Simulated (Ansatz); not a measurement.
```yaml
crystal:
  periodic: [false, false, false]
  atoms:
    - {symbol: B, position_ang: [0.046434, 1.273722, 0.268742]}
    - {symbol: C, position_ang: [0.223440, -0.108171, -0.377824]}
    - {symbol: C, position_ang: [-0.286263, -1.217271, 0.164637]}
    - {symbol: Br, position_ang: [1.199691, -0.250577, -2.007435]}
    - {symbol: H, position_ang: [0.497839, 2.263698, -0.216356]}
    - {symbol: H, position_ang: [-0.570983, 1.318594, 1.292145]}
    - {symbol: H, position_ang: [-0.841651, -1.133316, 1.093022]}
    - {symbol: H, position_ang: [-0.176305, -2.203778, -0.272630]}
basis:
  gaussian: {orbitals: def2-SVP}
hamiltonian: {xc: {name: HF}}
correlation: {active_space: {window: {electrons: 6, orbitals: 2}}}
```

```sh
$ ansatz run in.yaml --threads 2 --pin off --events-out ev --progress --plain --max-ram 4352MiB
```

It prints (some lines left out):

```
Functional definition: HF
  name "HF"
  cite "Fock, Z. Phys. 61, 126 (1930) doi:10.1007/BF01340294"
  parent pbe
  exchange = exact_x
  correlation = 0
944 factors; integrals over basis functions are off by at most 1.5e-3 eV
mean field evaluation 1: about -72781.5860 eV, gradient 2.0e1 eV
mean field evaluation 2: about -72781.6521 eV, gradient 2.0e1 eV
mean field evaluation 4: about -72783.1302 eV, gradient 2.8e0 eV
mean field evaluation 8: about -72783.1591 eV, gradient 2.7e-4 eV
mean field -72783.15908560 eV, -2674.7317621986 hartree, gradient 2.5e-6 eV, S^2 0.000000; 0 other end points of the search recorded, 0 dependent functions left out
reference -72783.15908560 eV, -2674.7317621986 hartree; 28, 28 occupied and 66, 66 virtual orbitals, 944 factors
Error: 6 electrons in 2 orbitals form no window around the highest filled level of the reference
```

(1) What is wrong with this run?

Answers

(1) The active space doesn't fit the electrons. The run stopped with an error.
